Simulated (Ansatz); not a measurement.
The same path of BClH4O2 (8 atoms, charge 0, multiplicity 1) was run twice with different band settings. Lost on the way: B1–Cl2, O6–H8. Made: Cl2–H8.

Computed with RKS PBE0-D4/6-31G* (Ansatz).

Relaxed end points:

```xyz
8
Properties=species:S:1:pos:R:3
B 0.017 -0.002 0.114
Cl 0.056 -0.780 1.786
H 1.069 0.082 -0.441
O -1.112 -0.244 -0.650
H -1.805 -0.672 -0.130
O -0.210 1.748 0.587
H -1.019 1.960 0.091
H -0.442 1.776 1.530
```

```xyz
8
Properties=species:S:1:pos:R:3
B -0.556 0.061 -0.303
Cl 1.133 1.227 3.274
H 0.277 -0.793 -0.224
O -1.491 0.123 -1.288
H -1.407 -0.601 -1.918
O -0.566 1.034 0.658
H -1.275 1.677 0.514
H 0.438 1.141 2.174
```

Common settings: movable images 7; climbing image yes; spring 5.0 eV/Å²; optimiser quadratic models (default); start path through a guess of the saddle point; iteration limit 60; end points relaxed.

| run | force threshold |
| --- | --- |
| 1 | 0.05 eV/Å |
| 2 | 0.2 eV/Å |

Task: What does each run give, and how far can it be trusted?

Result: Run 1: converged after 23 iterations, highest image 0.545 eV above the first end. A vibrational analysis at the climbing image gives one clearly imaginary mode, 672i cm⁻¹: a first-order saddle point.
Run 2: converged after 17 iterations, highest image 0.546 eV above the first end. The threshold of 0.2 eV/Å is loose, so the images may lie well off the minimum-energy path. The profile has 2 maxima (images 2, 4) with wells between them (image 3): this band takes more than one step, which may be the mechanism or a detour left from its start path. Another band between the same ends (7 images) ends at a top of the same energy, where a vibrational analysis finds 1 clearly imaginary mode.
The orbitals stay closed-shell, which can raise the energy where a bond breaks towards radicals; this wasn't checked here.
